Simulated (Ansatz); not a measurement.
Relaxation of Cl3H2InO (7 atoms, charge 0, multiplicity 1), to a largest force component of 0.03 eV/Å in at most 50 steps.

These are results of RKS B3LYP-D4/def2-SVP in Ansatz, not measurements.

```xyz
7
Properties=species:S:1:pos:R:3
In 0.110 0.320 -0.106
Cl 0.056 0.293 2.312
Cl 2.131 0.716 -1.204
Cl -1.938 0.199 -1.228
O 0.101 -2.693 0.876
H -0.779 -3.076 0.747
H 0.031 -2.213 1.736
```

Q: Where does it end, and by what steps?

A: The run converged. After 8 steps the energy has fallen by 0.556 eV; H6 moved furthest, 0.61 Å. Joined: In1–O5 (3.17 → 2.32 Å).

| step | energy less start (eV) | largest force component (eV/Å) | accepted |
| --- | --- | --- | --- |
| 0 | 0.0000 | 0.898 | yes |
| 1 | -0.1736 | 1.070 | yes |
| 2 | -0.3674 | 1.008 | yes |
| 3 | -0.4589 | 0.818 | yes |
| 4 | -0.5272 | 0.582 | yes |
| 5 | -0.5457 | 0.402 | yes |
| 6 | -0.5523 | 0.138 | yes |
| 7 | -0.5444 | 0.162 | no |
| 8 | -0.5555 | 0.011 | yes |

```xyz
7
Properties=species:S:1:pos:R:3
In 0.124 0.004 0.127
Cl 0.052 0.531 2.434
Cl 2.089 0.385 -1.093
Cl -1.940 -0.229 -1.005
O 0.095 -2.246 0.681
H -0.734 -2.621 0.338
H 0.027 -2.277 1.651
```

Whether the end is a true minimum wasn't checked by a vibrational analysis.

Run time: 37 s on 2 threads of Intel(R) Xeon(R) Platinum 8259CL CPU @ 2.50GHz (Skylake/Cascade Lake), on a shared host, peak memory 0.29 GiB.
